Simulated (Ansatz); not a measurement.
Two isomers of C2H5FOSi: A = `F[SiH2]C1CO1`, B = `FC1OC[SiH2]1`.

Calculated with Ansatz (gas phase, PBE0-D4/def2-TZVP geometries, no zero-point term in ΔE). CBS: MP2 limit from def2 TZ/QZ plus the TZ coupled-cluster correction, frozen cores. DFT in def2-TZVPP. B3LYP here is the variant with VWN-RPA as its local correlation; programs differ in this. Each species was taken in one conformer, which may not be the lowest.

(1) Which is lower in electronic energy at CCSD(T)/CBS, and by how much? (Estimate.)

(2) Give E(B) − E(A) in kJ/mol with MP2/def2-TZVPP, PBE0-D4, B3LYP, ωB97M-V, CCSD(T)/def2-TZVPP, CCSD/def2-TZVPP, r2SCAN-D4. (An estimate is asked.)

Largest T1 diagnostic: 0.013.

Answers

(1) Computed: A, by 173.2 kJ/mol.

(2) Ansatz gave: MP2/def2-TZVPP 185.1, PBE0-D4 158.6, B3LYP 165.9, ωB97M-V 163.2, CCSD(T)/def2-TZVPP 171.2, CCSD/def2-TZVPP 173.9, r2SCAN-D4 166.2. None reverses the order clearly.

From PBE to PBE0 (25 % exact exchange), in def2-TZVPP and without D4, E(B) − E(A) moves by +6.5 kJ/mol.
